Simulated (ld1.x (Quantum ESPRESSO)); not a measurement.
# Configuration tests for selenium (Se) (TM)

ld1.x (Quantum ESPRESSO) 7.5 input, shortened:

```
&input
   title='Se', zed=34., rel=0, dft='PBESOL', iswitch=3,
   config='[Ar] 3d10 4s2 4p3.5 4d-2'
 /
 &inputp
   pseudotype=2, tm=.true., lloc=0,
   nlcc=.true., rcore=0.80
 /
3
4P  2  1   3.50   0.00  1.40  1.40  0.0
4D  3  2  -2.00   0.15  1.50  1.50  0.0
4S  1  0   2.00   0.00  1.25  1.25  0.0
 &test
   configts(1)='4s2 4p3.5'
 /
```

Energies are relative to the spin-unpolarised reference configuration 4s2 4p3.5; without spin polarisation the order of configurations can differ from experiment.

(1) Give the all-electron excitation energy and the error of the potential for: 4s2 4p4; 4s2 4p3; 4s2 4p2; 4s2 4p4.3; 4s1 4p5; 4s2 4p1; 4s2 4p0.

Note: ghost states, extra bound levels that the all-electron valence spectrum of the same l lacks: d at -73.1 eV, p at -4.1 eV. A true bound ghost makes a file unfit for plane-wave use.

Answers

(1)

```json
{"valence configuration": "4s2 4p4", "charge": "0", "ΔE all-electron (eV)": "-4.327", "error AE − PS (meV)": "+8.4"}
{"valence configuration": "4s2 4p3", "charge": "+1", "ΔE all-electron (eV)": "6.551", "error AE − PS (meV)": "+12"}
{"valence configuration": "4s2 4p2", "charge": "+2", "ΔE all-electron (eV)": "26.920", "error AE − PS (meV)": "+144"}
{"valence configuration": "4s2 4p4.3", "charge": "-0.3", "ΔE all-electron (eV)": "-5.930", "error AE − PS (meV)": "+19"}
{"valence configuration": "4s1 4p5", "charge": "0", "ΔE all-electron (eV)": "5.942", "error AE − PS (meV)": "-1.8"}
{"valence configuration": "4s2 4p1", "charge": "+3", "ΔE all-electron (eV)": "57.784", "error AE − PS (meV)": "+436"}
{"valence configuration": "4s2 4p0", "charge": "+4", "ΔE all-electron (eV)": "99.911", "error AE − PS (meV)": "-87"}
```
